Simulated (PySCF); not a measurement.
Electrostatic solvation of a mixed set.

All values: PBE0/pcSseg-1 (PySCF, non-relativistic), each on one gas-phase PBE0-D3(BJ)/def2-SVP geometry that isn't relaxed in the solvent. The solvent is an IEF-PCM continuum (van der Waals radii × 1.2). The model holds no explicit solvent molecules, cavitation or dispersion.

**Question.** Order them by E(solvent) − E(gas) in chloroform (ε = 4.711), most negative first (kJ/mol).
A. `[BH:1]1[NH:2][BH:3][N:4]([CH:5]2[CH2:6][CH2:7]2)[BH:8][NH:9]1` with B3–N4–C5–C6 -128°
B. `[BH3-:1][N+:2]([CH3:3])([CH3:4])[CH2:5][CH2:6][NH2:7]` with B1–N2–C5–C6 163°, N2–C5–C6–N7 60°, C5–C6–N7–H -176° and 66°
C. `[CH2:1]=[CH:2][CH2:3][N:4]1[BH:5][NH:6][BH:7][NH:8][BH:9]1` with C1–C2–C3–N4 -2°, C2–C3–N4–B5 91°

**Answer.** B (-31.4), C (-11.5), A (-10.1).

| SMILES | charge | ΔE (kJ/mol) | polarisation term (kJ/mol) | HOMO shift (eV) | dipole gas (D) | dipole solvent (D) | atoms |
| --- | --- | --- | --- | --- | --- | --- | --- |
| [BH3-][N+](C)(C)CCN | 0 | -31.4 | -35.0 | +0.35 | 6.32 | 7.34 | 22 |
| C=CCN1BNBNB1 | 0 | -11.5 | -12.3 | -0.02 | 0.21 | 0.31 | 19 |
| B1NBN(C2CC2)BN1 | 0 | -10.1 | -10.7 | +0.02 | 0.03 | 0.06 | 19 |

The polarisation term is half the interaction of the solute with the induced surface charges.
